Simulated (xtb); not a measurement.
Mg(I)(SMe) (CH₃IMgS), SMILES C[S][Mg][I]. All values are semi-empirical tight-binding results from xtb (GFN2-xTB unless named), good for trends rather than for accurate numbers. Geometry optimised at GFN2-xTB. The structure was generated by enumeration; whether it is a known compound was not checked. The values are those of a single conformer.

For metal compounds this method's bond lengths and energies can be far off.

Computed properties:
```
Quantity                                      Result
-------------------------------------  -------------
point group as xtb finds it                       Cs
orbital gap                                  1.92 eV
zero-point energy                      24.0 kcal/mol
G − E(el) at 298.15 K (modified RRHO)   2.7 kcal/mol
```
